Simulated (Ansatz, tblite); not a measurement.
Forces on GeHMe2(nBu) (C₆H₁₆Ge) at its r2SCAN-D4/def2-SVP geometry. The state is a singlet with charge 0.

The xTB rows come from tblite. Another isomer (singlet) lies 0.22 eV lower at PBE0-D4/def2-TZVP; other spin states weren't run for this one.

GFN1-xTB (tblite), largest force 0.80 eV/Å:

```xyz
23
positions Å, forces eV/Å
C     0.098   -1.407   -2.926   -0.083   -0.159   -0.152
C     2.265    0.602   -1.694    0.249    0.064   -0.026
C    -0.421   -0.060   -0.060   -0.407   -0.029   -0.107
C     0.138    0.456    1.268    0.377   -0.151    0.275
C    -0.904    1.097    2.192   -0.047    0.556   -0.016
C    -1.995    0.142    2.666   -0.297   -0.454    0.132
Ge    0.944   -0.782   -1.275    0.422   -0.552    0.394
H     1.655   -1.968   -0.581   -0.293    0.523   -0.332
H     0.846   -1.823   -3.618   -0.267    0.090    0.096
H    -0.413   -0.573   -3.433    0.111   -0.232    0.086
H    -0.647   -2.190   -2.714    0.163    0.201   -0.182
H     3.014    0.222   -2.406   -0.135    0.216    0.167
H     2.796    0.934   -0.788   -0.081   -0.001   -0.308
H     1.773    1.478   -2.146    0.155   -0.202    0.111
H    -0.949    0.753   -0.594    0.062   -0.150    0.171
H    -1.170   -0.853    0.109    0.079    0.289    0.088
H     0.634   -0.374    1.807   -0.174    0.172   -0.122
H     0.932    1.199    1.070   -0.262   -0.104    0.054
H    -0.384    1.519    3.071   -0.090   -0.214   -0.209
H    -1.365    1.958    1.672    0.063   -0.303    0.089
H    -2.681    0.636    3.372    0.285   -0.050   -0.227
H    -2.604   -0.234    1.827    0.241    0.173    0.195
H    -1.562   -0.734    3.179   -0.074    0.317   -0.177
```

GFN2-xTB (tblite), largest force 0.67 eV/Å:

```
C -0.273 -0.281 -0.545
C 0.512 0.394 -0.133
C -0.583 0.131 0.177
C 0.299 -0.160 0.159
C -0.051 0.457 0.001
C -0.274 -0.395 0.114
Ge 0.333 -0.359 0.313
H -0.146 0.271 -0.188
H -0.361 0.159 0.241
H 0.201 -0.370 0.181
H 0.292 0.319 -0.166
H -0.271 0.231 0.291
H -0.185 -0.097 -0.421
H 0.236 -0.357 0.189
H 0.175 -0.237 0.287
H 0.232 0.351 0.084
H -0.260 0.213 -0.225
H -0.337 -0.184 -0.012
H -0.141 -0.234 -0.246
H 0.088 -0.361 0.118
H 0.322 -0.106 -0.277
H 0.303 0.211 0.292
H -0.110 0.403 -0.231
```

PBE-D4/def2-TZVP (Ansatz), largest force 0.33 eV/Å:

```
C -0.134 -0.112 -0.274
C 0.229 0.220 -0.066
C -0.264 0.059 0.089
C 0.139 -0.022 0.014
C 0.007 0.163 0.034
C -0.097 -0.103 0.033
Ge -0.016 0.003 0.023
H 0.090 -0.141 0.082
H -0.050 0.028 0.050
H 0.036 -0.054 0.039
H 0.054 0.056 -0.010
H -0.054 0.026 0.050
H -0.045 -0.026 -0.065
H 0.031 -0.071 0.034
H 0.048 -0.050 0.033
H 0.058 0.057 -0.010
H -0.038 0.042 -0.031
H -0.050 -0.037 0.011
H -0.028 -0.030 -0.048
H 0.026 -0.063 0.027
H 0.037 -0.023 -0.035
H 0.046 0.023 0.052
H -0.024 0.056 -0.031
```
